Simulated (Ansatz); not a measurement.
Ansatz (a first-principles code) input (CCSD(T)/def2-QZVPP):
A basis named .json is the Basis Set Exchange file of that set.

Ansatz 0.2 input:
```yaml
crystal:
  periodic: [false, false, false]
  atoms:
    - {symbol: Te, position_ang: [-0.02127922, 0.09549355, -1.39893027]}
    - {symbol: Te, position_ang: [0.01114215, -0.06379250, 1.36869607]}
    - {symbol: H, position_ang: [0.52712718, -1.64845433, 1.57217851]}
basis:
  gaussian:
    orbitals: def2-QZVPP.json
total_charge: -1
magnetization: {spin_polarized: false}
correlation: {method: ccsd_t, electrons: outside_noble_gas}
```

Output:

```
Functional definition: HF
integrals: 0.75 GiB planned
1217 factors; integrals over basis functions are off by at most 9.5e-4 eV
mean field: 0.79 GiB planned
mean field evaluation 1: about -14547.6039 eV, gradient 2.1e1 eV
mean field evaluation 2: about -14547.6766 eV, gradient 2.1e1 eV
mean field evaluation 4: about -14548.9885 eV, gradient 2.2e0 eV
mean field evaluation 8: about -14549.0187 eV, gradient 3.1e-1 eV
mean field evaluation 16: about -14549.0195 eV, gradient 2.0e-6 eV
mean field evaluation 32: about -14541.0461 eV, gradient 8.0e0 eV
mean field -14549.01946056 eV, -534.6666034959 hartree, gradient 2.0e-6 eV, S^2 0.000000; 0 other end points of the search recorded, 0 dependent functions left out
18 core orbitals not correlated
reference -14549.01946056 eV, -534.6666034959 hartree; 7, 7 occupied and 169, 169 virtual orbitals, 1217 factors
second order -8.23023486 eV of doubles, -0.00000000 eV of singles
coupled cluster: 1.26 GiB planned
cycle   1  -8.69536048 eV  change   -4.7e-1 eV  update   7.6e-2
cycle   2  -8.93605885 eV  change   -2.4e-1 eV  update   2.4e-2
cycle   3  -8.97284685 eV  change   -3.7e-2 eV  update   1.1e-2
cycle   4  -8.96972298 eV  change    3.1e-3 eV  update   3.3e-3
cycle   5  -8.96919861 eV  change    5.2e-4 eV  update   1.6e-3
cycle   6  -8.96896419 eV  change    2.3e-4 eV  update   6.6e-4
cycle   7  -8.96893954 eV  change    2.5e-5 eV  update   2.7e-4
cycle   8  -8.96902627 eV  change   -8.7e-5 eV  update   1.0e-4
cycle   9  -8.96902229 eV  change    4.0e-6 eV  update   4.2e-5
cycle  10  -8.96900482 eV  change    1.7e-5 eV  update   2.1e-5
cycle  11  -8.96901307 eV  change   -8.3e-6 eV  update   1.2e-5
perturbative correction -0.47845510 eV, -0.0175829007 hartree
Total energy: -14558.46692873 eV, -535.0137915476 hartree
```

It need not be the lowest isomer of its formula. Whether it binds its extra electron was not tested at this geometry.
